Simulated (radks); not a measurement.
Problem. These are the eigenvalues of the occupied orbitals of an atom or ion with whole-number occupations (eV). Calculated with a radial shooting solver on a logarithmic mesh with Libxc functionals: scalar-relativistic Kohn-Sham, BLYP, spin-unpolarised, spherical densities, finite nucleus; Fermi nuclear charge, rms radius of each element as measured or else 0.836 A^(1/3) + 0.57 fm.

1s: -9622.391
2s: -1256.037
2p: -1101.691
3s: -217.9224
3p: -171.2503
3d: -95.3614
4p: -45.9625

Which element is it, and in what charge state? The configuration may be excited.

Solution. Z = 30, zinc, charge +4: Zn4+ in [Ar] 3d6 4p2. The list shows which subshells hold electrons but not how many an open one holds; the 1s level, -353.62 hartree, gives Z - s = 26.6 by -(Z - s)^2/2, which with screening and relativity narrows Z to a few neighbours, and the depths of the outer levels then fix element, charge and occupations together.
